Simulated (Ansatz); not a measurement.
The first iterations of a band of BClFH + FH (6 atoms, charge 0, multiplicity 1).

Theory: Ansatz 0.2.0, RKS PBE0/def2-SVP.

```json
{
 "movable images": "9",
 "climbing image": "yes",
 "spring": "5.0 eV/Å²",
 "optimiser": "quadratic models (default)",
 "start path": "through a guess of the saddle point",
 "force threshold": "0.5 eV/Å",
 "iteration limit": "60",
 "end points": "relaxed"
}
```

First end point:

```xyz
6
Properties=species:S:1:pos:R:3
B 0.024 0.294 -0.052
H 0.006 0.678 1.089
Cl 1.514 0.344 -0.973
F -1.098 0.017 -0.674
F 0.194 -1.907 0.836
H 0.361 -1.771 1.735
```

Last end point:

```xyz
6
Properties=species:S:1:pos:R:3
B 0.080 -0.552 -0.627
H 0.151 0.205 2.281
Cl 1.506 0.353 -1.056
F -1.101 0.013 -0.670
F 0.173 -1.811 -0.273
H 0.192 -0.554 2.305
```

| iteration | highest image above the first end (eV) | largest band force component (eV/Å) |
| --- | --- | --- |
| 1 | 2.340 | 5.620 |
| 2 | 0.896 | 3.062 |
| 3 | 0.884 | 4.077 |
| 4 | 0.767 | 2.270 |

**Question.** Does the band converge within its limit, and where does its top end?

**Answer.** It converged. It ended after 12 iterations with the highest image 0.661 eV above the first end. The threshold of 0.5 eV/Å is loose, so the images may lie well off the minimum-energy path. Another band between the same ends (9 images) ends at a top of the same energy, where a vibrational analysis finds 1 clearly imaginary mode. The orbitals stay closed-shell, which can raise the energy where a bond breaks towards radicals; this wasn't checked here.

The run took 3.2 min on 1 thread of Arm Neoverse V2 (shared host), peak memory 0.13 GiB.
